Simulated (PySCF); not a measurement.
## Assignment exercise: C₆H₇F₂N

Cartesian coordinates in Å; atom numbers follow the order of the lines, from 1:
```xyz
16

C    -2.591   -0.181    0.381
C    -1.151    0.066    0.084
C    -0.052   -0.779    0.379
C     1.093   -0.174   -0.070
C     2.509   -0.620   -0.019
F     3.278    0.257    0.728
N     0.742    1.021   -0.638
C    -0.602    1.157   -0.529
F    -1.187    2.261   -1.013
H    -2.745   -0.283    1.455
H    -2.926   -1.100   -0.097
H    -3.195    0.646    0.018
H    -0.114   -1.731    0.865
H     2.970   -0.646   -1.014
H     2.589   -1.599    0.460
H     1.376    1.714   -1.002
```

Single conformer, non-relativistic Hamiltonian, gas phase, fast rotation and ring inversion assumed for equivalent nuclei. Shielding tensors at PBE0/pcSseg-1 (GIAO); GFN2-xTB structure; PySCF.

Shifts are taken against calculated references (same method and geometry level): 13C, 1H against TMS.

Q: Assign these signals to the numbered atoms. 13C{1H} NMR (computed): δ 153.1, 120.3, 115.0, 100.3, 81.3, 10.0.

A: 
153.1 → C8, aromatic carbon bearing fluorine: an ipso carbon deshielded by its heteroatom
120.3 → C4, substituted aromatic carbon next to a ring nitrogen
115.0 → C3, aromatic CH
100.3 → C2, substituted aromatic carbon
81.3 → C5, sp3 CH2 bonded to F, on an aromatic ring: deshielded by the electronegative neighbour
10.0 → C1, methyl carbon on an aromatic ring: saturated and bonded to C and H only

Q: Assign these signals to the numbered atoms. 1H NMR (400 MHz, computed): δ 7.45 (br s, 1H), 6.17 (m, 1H), 5.51 (m, 2H), 2.19 (s, 3H).

A: 
7.45 → H16, hydrogen on a pyrrole-type ring nitrogen: exchangeable, gas-phase position
6.17 → H13, hydrogen on an aromatic CH: aromatic region
5.51 → H14/H15, hydrogen on an sp3 CH2 bonded to F, on an aromatic ring: its carbon carries F, which withdraws density
2.19 → H10/H11/H12, hydrogen on a methyl carbon on an aromatic ring: benzylic-type position, deshielded by the ring

OH/NH shifts are gas-phase values; hydrogen bonding in solution moves them, usually downfield. Splittings by 19F in the carbon and heteronuclear signals aren't shown, as no couplings were computed. Shifts are as computed. Against solution values, carbons near 30 ppm lie about +3 ppm off and those near 130 ppm about +5 ppm. Of 1211 compounds with measured shifts, 218 miss one by over three times the rms of a fit or turn the order of signals round; such compounds aren't used in these exercises. Multiplicities follow the n + 1 count of equivalent neighbours, as no J values were calculated; m marks all less simple cases, F and P coupling included.
